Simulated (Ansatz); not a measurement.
Zn₇Se₆⁺, 13 atoms. Hardware: 2 threads of AMD EPYC 7R13 on a shared host and a share (18 GiB) of an NVIDIA H100 80GB HBM3.

Single mean-field runs in def2-SVP, def2-TZVP are fitted with def2-universal-jkfit.

Task: How many basis functions does each of these Ansatz runs have, and roughly what does it cost? PBE-D4/def2-TZVP, charge 1 doublet, energy and forces, from earlier orbitals; PBE0-D4/def2-TZVP, charge 1 doublet, energy, from earlier orbitals; PBE0-D4/def2-SVP, charge 1 doublet, energy, from earlier orbitals; r2SCANh-D4/def2-TZVP, charge 1 doublet, energy, from earlier orbitals; PBE-D4/def2-SVP, charge 1 doublet, relaxation, 21 steps; PBE-D4/def2-SVP, charge 1 doublet, energy, from earlier orbitals; r2SCAN-D4/def2-TZVP, charge 1 doublet, energy, from earlier orbitals; PBE0-D4/def2-SVP, charge 1 doublet, energy with a search over starts.

Result: Other jobs shared the machine, so times can vary by a factor of up to 3.

```
                                                                         run  functions  fitting or Cholesky vectors  wall time  peak host memory (GiB)
PBE-D4/def2-TZVP, charge 1 doublet, energy and forces, from earlier orbitals        624                         3444       15 s                     1.2
       r2SCANh-D4/def2-TZVP, charge 1 doublet, energy, from earlier orbitals        624                         3444       19 s                     1.4
            PBE-D4/def2-SVP, charge 1 doublet, energy, from earlier orbitals        409                         3444       19 s                    0.98
        r2SCAN-D4/def2-TZVP, charge 1 doublet, energy, from earlier orbitals        624                         3444       20 s                     1.4
           PBE0-D4/def2-SVP, charge 1 doublet, energy, from earlier orbitals        409                         3444       20 s                       1
          PBE0-D4/def2-TZVP, charge 1 doublet, energy, from earlier orbitals        624                         3444       22 s                     1.2
        PBE0-D4/def2-SVP, charge 1 doublet, energy with a search over starts        409                         3444       24 s                       1
                     PBE-D4/def2-SVP, charge 1 doublet, relaxation, 21 steps        409                         3444    2.3 min                       1
```
